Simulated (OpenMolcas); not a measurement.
Ag4+: the spin-orbit constant, worked from levels

| Quantity | Value |
| --- | --- |
| Program | OpenMolcas 26.06 |
| Basis | ANO-R1 [6s4p3d1f] |
| Scalar Hamiltonian | X2C, finite nucleus |
| Active space | 7 electrons in 5 orbitals (4d) |
| State averaging | 2S+1 = 4 even, 10 roots; 2S+1 = 2 even, 40 roots |
| Spin-orbit coupling | RASSI with atomic mean-field integrals over the reference wave functions, term energies averaged over their components |

Methods: CASSCF; MS-CASPT2, IPEA 0.25 Eh, imaginary shift 0.1 Eh (closed shells correlated: 4s 4p). Measured levels: the list in Gamrath, thesis, University of Mons (2023).

**The spin-orbit constant.** For the Hund term ⁴F of d7, E(J) = (A/2) J(J+1) + constant and ζ = -2S·A = -3A. From J = 3/2 to J = 9/2 the energy changes by 10.5 A.

```tsv
Source	E(9/2) - E(3/2)	A	ζ
CASSCF	-7458.5	-710.3	2131
MS-CASPT2	-7354.3	-700.4	2101
measured	-7097.3	-675.9	2028
```

All in cm-1. MS-CASPT2 is off by +3.6 % and CASSCF by +5.1 %. Both methods take the spin-orbit matrix elements from the reference wave functions, so the second can move ζ only through the term energies and any multistate remixing. Second-order mixing with other terms is absorbed into this ζ.

CASPT2 breaks the degeneracy within a term, and the mean is taken; among the terms shown or strongly mixed into the levels shown the widest spread is 840 cm-1 (4d⁷ ⁴F, MS-CASPT2). The basis is small and was not contracted for so high a charge. Without dynamic correlation excited terms often stand tens of per cent too high (terms of higher spin than the ground term too low), and those without a measured partner can miss by more than the paired ones (holds for CASSCF). Measured partners are found by configuration, term and J. A level has none where our copy of the source lacks it or the pairing is in doubt (some pairs that miss far off the trend of their configuration count as doubtful), and it then counts in no deviation. Levels of configurations outside the active space are missing.
